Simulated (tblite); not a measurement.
Species: C5H7GaO3S.
Atom-mapped SMILES: `[CH3:1][C:2](=[O:3])[O:4][C:5]1=[CH:6][CH:7]=[O+:8][GaH2-:9][S:10]1` (hydrogens: H11, H12, H13 on C1; H14 on C6; H15 on C7; H16, H17 on Ga9)
Bond orders are those of one Lewis drawing.

Computed with GFN2-xTB (tblite), gas phase: L-BFGS steps from a force-field or distance-geometry start until the largest atomic force falls under 0.01 eV/Å.

Step 60: E = -842.2964 eV
```
atom  x, y, z in Å  |  force x, y, z in eV/Å
C1      3.3717   -0.5435   -0.5036   -0.006   0.005  -0.017
C2      2.0816    0.1959   -0.3321   -0.028   0.019  -0.021
O3      1.8824    1.3485   -0.5771    0.001  -0.050   0.036
O4      1.1216   -0.6737    0.1109    0.001   0.026  -0.005
C5     -0.1705   -0.3302    0.3719    0.000   0.015  -0.015
C6     -0.4644    0.8981    0.9531   -0.001   0.002   0.015
C7     -1.7252    1.3437    1.3117    0.012  -0.003  -0.005
O8     -2.8224    0.7300    1.1382    0.000   0.016  -0.003
Ga9    -3.4266   -0.8678    0.3650   -0.007   0.006   0.009
S10    -1.1937   -1.6253   -0.0258    0.010   0.015  -0.001
H11     4.1879    0.1639   -0.6114    0.004   0.010   0.016
H12     3.5392   -1.2080    0.3392   -0.001   0.001  -0.011
H13     3.3059   -1.1478   -1.4068   -0.004  -0.024   0.009
H14     0.3650    1.5604    1.1487   -0.006  -0.002   0.010
H15    -1.7898    2.3212    1.8034    0.009  -0.007  -0.016
H16    -4.1551   -0.5047   -0.9494    0.009  -0.015   0.008
H17    -4.1146   -1.6486    1.5036    0.008  -0.013  -0.008
```

Step 61: E = -842.2967 eV
```
atom  x, y, z in Å  |  force x, y, z in eV/Å
C1      3.3716   -0.5438   -0.5049   -0.012   0.006  -0.010
C2      2.0826    0.1961   -0.3293   -0.043   0.015  -0.017
O3      1.8845    1.3501   -0.5680    0.005  -0.041   0.030
O4      1.1213   -0.6742    0.1102    0.002   0.023  -0.006
C5     -0.1708   -0.3307    0.3722    0.008   0.010  -0.012
C6     -0.4647    0.8972    0.9542    0.001   0.003   0.006
C7     -1.7260    1.3443    1.3090    0.019  -0.006   0.000
O8     -2.8224    0.7289    1.1379   -0.007   0.020  -0.004
Ga9    -3.4267   -0.8682    0.3655   -0.006  -0.001   0.019
S10    -1.1939   -1.6254   -0.0272    0.011   0.018  -0.002
H11     4.1872    0.1638   -0.6138    0.014   0.014   0.012
H12     3.5409   -1.2082    0.3373    0.002  -0.005   0.000
H13     3.3037   -1.1487   -1.4070   -0.006  -0.025  -0.002
H14     0.3645    1.5595    1.1499   -0.005  -0.001   0.009
H15    -1.7910    2.3243    1.7951    0.006  -0.004  -0.011
H16    -4.1561   -0.5009   -0.9462    0.004  -0.016   0.001
H17    -4.1116   -1.6521    1.5045    0.008  -0.010  -0.014
```

Problem. Estimate the geometry and energy of step 62. (The exact step hangs on the optimiser's Hessian estimate; all steps are aligned on step 61, rigid shifts and turns removed.)

Solution. E = -842.2970 eV, largest force 0.052 eV/Å
```
atom  x, y, z in Å  |  force x, y, z in eV/Å
C1      3.3714   -0.5452   -0.5071   -0.016   0.007   0.000
C2      2.0844    0.1968   -0.3248   -0.047   0.017  -0.013
O3      1.8900    1.3538   -0.5522    0.012  -0.036   0.022
O4      1.1203   -0.6735    0.1079    0.005   0.015  -0.008
C5     -0.1712   -0.3296    0.3714    0.014   0.001  -0.003
C6     -0.4656    0.8977    0.9544    0.002   0.004  -0.007
C7     -1.7273    1.3452    1.3058    0.018  -0.007   0.007
O8     -2.8231    0.7277    1.1386   -0.011   0.022  -0.008
Ga9    -3.4272   -0.8690    0.3669    0.001  -0.009   0.027
S10    -1.1939   -1.6246   -0.0277    0.008   0.017  -0.006
H11     4.1871    0.1621   -0.6174    0.016   0.010   0.004
H12     3.5433   -1.2099    0.3341    0.002  -0.006   0.009
H13     3.2997   -1.1518   -1.4078   -0.007  -0.015  -0.009
H14     0.3627    1.5613    1.1494   -0.001   0.000   0.008
H15    -1.7930    2.3278    1.7857    0.002   0.004  -0.002
H16    -4.1566   -0.4986   -0.9427   -0.003  -0.016  -0.007
H17    -4.1079   -1.6583    1.5049    0.006  -0.006  -0.016
```

The energy changes by -0.0003 eV. The first-order estimate −F·Δx gives -0.0004 eV and the mean of the old and new forces, exact on a quadratic surface, -0.0003 eV. The step makes an angle of 80° with the force vector and moves no atom by more than 0.017 Å.

What follows is the cost of the whole relaxation. The run took 0.75 s wall on Arm Neoverse V2, one thread, no GPU, on a shared host.
